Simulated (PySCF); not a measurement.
One of the candidates below gave these computed data.

| technique | computed result |
| --- | --- |
| NMR, other nuclei | isotropic shieldings of nuclei other than C and H, by class: 260 (1 O), 326 (1 F), 381 (1 Si) ppm [GIAO PBE0/pcSseg-1] |
| 13C NMR | chemical shifts (computed TMS as zero) by class: 162.7 (1 C), 146.2 (1 C), 136.6 (1 C), 134.8 (1 C), 125.4 (1 C), 124.4 (1 C), 121.2 (1 C), 118.5 (1 C) ppm [GIAO PBE0/pcSseg-1] |
| 1H NMR | chemical shifts (computed TMS as zero) by class: 7.81 (1 H), 7.56 (1 H), 7.26 (1 H), 7.14 (1 H), 6.17 (1 H), 5.74 (1 H), 5.31 (3 H) ppm [GIAO PBE0/pcSseg-1] |
| Rotational structure | rotational constants A, B, C: 1.307, 0.843, 0.515 GHz [GFN2-xTB] |
| Dipole | 0.59 D [PBE0/pcSseg-1] |

Electronic properties: PySCF, gas phase, density fitting. Levels stand in brackets. Isolated species at its GFN2-xTB geometry (one conformer only). NMR classes are plain means over equivalent atoms (diastereotopic ones count apart unless rotation or inversion swaps them), as if these changed places fast.

Question: Which candidate is it?
A. `Cc1ccc([SiH3])c(C(=O)F)c1`
B. `C=Cc1cccc(F)c1O[SiH3]`
C. `O=Cc1cccc2c1C=C[SiH2]2`

Answer: B. It is `C=Cc1cccc(F)c1O[SiH3]`. Numbering: `[CH2:1]=[CH:2][c:3]1[cH:4][cH:5][cH:6][c:7]([F:8])[c:9]1[O:10][SiH3:11]`. Its formula, C8H9FOSi, gives 5 degrees of unsaturation: 1 ring and 4 π bonds in the structure found (Kekulé form). 8 carbons fall into 8 classes; from least to most shielded: aromatic C–F carbon [C7] (162.7 ppm), aromatic carbon bearing oxygen [C9] (146.2 ppm), alkene CH carbon [C2] (136.6 ppm), substituted aromatic carbon [C3] (134.8 ppm), aromatic CH carbon [C5] (125.4 ppm), aromatic CH carbon [C4] (124.4 ppm), aromatic CH carbon [C6] (121.2 ppm), terminal =CH2 carbon [C1] (118.5 ppm). Hydrogen classes from least to most shielded: 1 H on an aromatic CH carbon, C4 (7.81 ppm), 1 H on an alkene CH carbon, C2 (7.56 ppm), 1 H on an aromatic CH carbon, C6 (7.26 ppm), 1 H on an aromatic CH carbon, C5 (7.14 ppm), 1 H on a terminal =CH2 carbon, C1 (6.17 ppm), 1 H on a terminal =CH2 carbon, C1 (5.74 ppm), 3 H on an oxygen-bound silicon, Si11 (5.31 ppm). The other shieldings belong to: 260 ppm, silyl ether oxygen [O10]; 326 ppm, aryl fluorine [F8]; 381 ppm, oxygen-bound silicon [Si11]. The optimised geometry has point group Cs and is an asymmetric top.

The others, at the same levels:
- `Cc1ccc([SiH3])c(C(=O)F)c1` fails: its computed 13C shifts are 170.7 (1 C), 148.1 (1 C), 146.5 (1 C), 143.3 (1 C), 141.3 (1 C), 138.5 (1 C), 133.3 (1 C), 23.9 (1 C) ppm, 1H shifts are 8.37 (1 H), 8.17 (1 H), 7.83 (1 H), 4.69 (3 H), 2.62 (3 H) ppm and rotational constant A is 1.388 GHz (against 1.307 GHz).
- `O=Cc1cccc2c1C=C[SiH2]2` fails: it has 8 hydrogens where the 1H data count 9; its computed 13C shifts are 192.8 (1 C), 157.1 (1 C), 153.2 (1 C), 145.7 (1 C), 140.9 (1 C), 139.7 (1 C), 136.0 (1 C), 133.0 (1 C), 132.7 (1 C) ppm, 1H shifts are 10.93 (1 H), 8.70 (1 H), 8.54 (1 H), 8.06 (1 H), 7.65 (1 H), 6.78 (1 H), 4.89 (2 H) ppm and rotational constant A is 1.818 GHz (against 1.307 GHz).

Each candidate is one conformer, not necessarily the lowest. Dipoles, sizes and rotational constants follow the conformer. The torsions of the flexible species, by atom-mapped SMILES:
- `[CH2:1]=[CH:2][c:3]1[cH:4][cH:5][cH:6][c:7]([F:8])[c:9]1[O:10][SiH3:11]`: C1–C2–C3–C4 0°, C7–C9–O10–Si11 0°
- `[CH3:1][c:2]1[cH:3][cH:4][c:5]([SiH3:6])[c:7]([C:8](=[O:9])[F:10])[cH:11]1`: C5–C7–C8–O9 0°
- `[O:1]=[CH:2][c:3]1[cH:4][cH:5][cH:6][c:7]2[c:8]1[CH:9]=[CH:10][SiH2:11]2`: O1–C2–C3–C4 0°
